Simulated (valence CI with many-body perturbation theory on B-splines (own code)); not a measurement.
E1 line list for Dy52+

Level of theory: configuration interaction combined with many-body perturbation theory (CI+MBPT): four valence electrons over a frozen Dirac-Fock core [Ne], a basis of 11 s, 11 p, 9 d, 7 f, 5 g, 2 h, 1 i functions for each j, with the one-electron correlation potential Σ1 (screened to all orders), the two-electron term Σ2, the three-electron term Σ3, Breit, model QED; selected single and double excitations, second order for the rest (own B-spline code, finite nucleus).

The last digits are not significant, and no measured levels were compared; by estimate large intervals hold to a few tenths of a per cent, small ones and those within an open d or f shell to about a per cent.

Lines 201 to 231 of 231 in falling wavelength, among levels below 860.61 eV, chosen from the strongest by gf and those to the six lowest levels. Wavelengths and rates use the calculated energies. Electric multipoles are in the length gauge, E1 and E2 with the static RPA response of the core. Weak lines are less certain than strong ones. Lines between different terms over intervals too small for the method are left out, as are lines whose strength nearly cancels. The highest levels of a list are the least certain.

Levels are named by their leading jj configuration (3d3/2^4 stands for four electrons in 3d with j = 3/2), which in mixed levels can hold well under half, so a name can repeat and another be missing. Letters in brackets count levels of one name in rising energy.

| λ vac (Å) | Upper | Lower | A (s⁻¹) | log gf | Branch % |
| --- | --- | --- | --- | --- | --- |
| 27.57 | (3s 3p1/2 3p3/2 3d5/2) J=3 [a] | (3s 3p1/2^2 3p3/2) J=2 | 7.92e+10 | -1.20 | 27.7 |
| 27.48 | (3s 3p1/2 3p3/2 3d5/2) J=1 [b] | (3s 3p1/2^2 3p3/2) J=1 | 2.99e+10 | -1.99 | 7.0 |
| 27.25 | (3s^2 3p3/2 3d5/2) J=2 | (3s^2 3p1/2 3p3/2) J=1 | 4.18e+08 | -3.63 | 0.5 |
| 27.02 | (3s 3p1/2 3p3/2 3d5/2) J=3 [b] | (3s 3p1/2^2 3p3/2) J=2 | 5.19e+10 | -1.40 | 12.8 |
| 26.99 | (3s 3p1/2 3p3/2 3d5/2) J=1 [a] | (3s 3p1/2^2 3p3/2) J=2 | 2.90e+09 | -3.02 | 0.4 |
| 26.85 | (3s 3p1/2 3p3/2 3d5/2) J=1 [c] | (3s 3p1/2^2 3p3/2) J=1 | 7.90e+08 | -3.59 | 0.2 |
| 26.78 | (3s 3p1/2 3p3/2 3d5/2) J=2 [b] | (3s 3p1/2^2 3p3/2) J=2 | 7.61e+10 | -1.39 | 16.5 |
| 26.74 | (3s 3p1/2 3p3/2 3d5/2) J=2 [c] | (3s 3p1/2^2 3p3/2) J=1 | 1.24e+10 | -2.18 | 1.1 |
| 26.63 | (3s 3p1/2 3p3/2 3d5/2) J=0 | (3s 3p1/2^2 3p3/2) J=1 | 3.42e+11 | -1.44 | 46.9 |
| 26.58 | (3s^2 3d3/2^2) J=2 | (3s 3p1/2^2 3p3/2) J=1 | 2.92e+08 | -3.81 | 0.0 |
| 26.41 | (3s^2 3p3/2 3d5/2) J=3 | (3s^2 3p1/2 3p3/2) J=2 | 5.29e+09 | -2.41 | 1.2 |
| 26.32 | (3s 3p1/2 3p3/2 3d5/2) J=2 [d] | (3s 3p1/2^2 3p3/2) J=1 | 2.01e+10 | -1.98 | 1.3 |
| 26.30 | (3s 3p1/2 3p3/2 3d5/2) J=3 [c] | (3s 3p1/2^2 3p3/2) J=2 | 3.74e+10 | -1.57 | 4.7 |
| 26.04 | (3s 3p1/2 3p3/2 3d5/2) J=1 [b] | (3s 3p1/2^2 3p3/2) J=2 | 2.30e+10 | -2.15 | 5.4 |
| 25.97 | (3s^2 3p3/2 3d5/2) J=1 | (3s^2 3p1/2 3p3/2) J=2 | 2.12e+10 | -2.19 | 7.1 |
| 25.53 | (3s^2 3p3/2 3d5/2) J=1 | (3s^2 3p1/2 3p3/2) J=1 | 3.78e+09 | -2.96 | 1.3 |
| 25.48 | (3s 3p1/2 3p3/2 3d5/2) J=1 [c] | (3s 3p1/2^2 3p3/2) J=2 | 4.19e+09 | -2.91 | 0.8 |
| 25.47 | (3s^2 3d3/2^2) J=0 | (3s 3p1/2^2 3p3/2) J=1 | 1.61e+09 | -3.80 | 0.0 |
| 25.41 | (3s 3p1/2 3p3/2 3d5/2) J=3 [d] | (3s 3p1/2^2 3p3/2) J=2 | 9.55e+09 | -2.19 | 1.1 |
| 25.38 | (3s 3p1/2 3p3/2 3d5/2) J=2 [c] | (3s 3p1/2^2 3p3/2) J=2 | 6.19e+09 | -2.52 | 0.6 |
| 25.24 | (3s^2 3d3/2^2) J=2 | (3s 3p1/2^2 3p3/2) J=2 | 1.22e+08 | -4.23 | 0.0 |
| 25.00 | (3s 3p1/2 3p3/2 3d5/2) J=2 [d] | (3s 3p1/2^2 3p3/2) J=2 | 4.84e+10 | -1.64 | 3.2 |
| 21.98 | (3s 3p3/2^3) J=2 | (3s^2 3p1/2 3p3/2) J=2 | 4.16e+09 | -2.82 | 0.4 |
| 21.75 | (3s 3p1/2 3p3/2^2) J=1 [a] | (3s^2 3p1/2^2) J=0 | 1.54e+09 | -3.48 | 0.3 |
| 21.67 | (3s 3p3/2^3) J=2 | (3s^2 3p1/2 3p3/2) J=1 | 4.69e+08 | -3.78 | 0.0 |
| 21.36 | (3s 3p1/2 3p3/2^2) J=1 [b] | (3s^2 3p1/2^2) J=0 | 3.66e+09 | -3.12 | 0.3 |
| 20.94 | (3s 3p3/2^3) J=1 | (3s^2 3p1/2 3p3/2) J=2 | 5.80e+08 | -3.94 | 0.0 |
| 20.65 | (3s 3p3/2^3) J=1 | (3s^2 3p1/2 3p3/2) J=1 | 2.85e+09 | -3.26 | 0.1 |
| 19.89 | (3s^2 3p3/2 3d3/2) J=1 | (3s^2 3p1/2^2) J=0 | 4.90e+08 | -4.06 | 0.0 |
| 18.12 | (3s^2 3p3/2 3d5/2) J=1 | (3s^2 3p1/2^2) J=0 | 2.11e+09 | -3.51 | 0.7 |
| 15.52 | (3s 3p3/2^3) J=1 | (3s^2 3p1/2^2) J=0 | 1.84e+07 | -5.70 | 0.0 |

(1) How does gf follow from A for the line at 27.25 Å?

## Answers

(1) gf = 1.4992 × (2J+1)_upper × A / σ², with σ = 3669445 cm⁻¹ and 2J+1 = 5: gf = 0.000233.
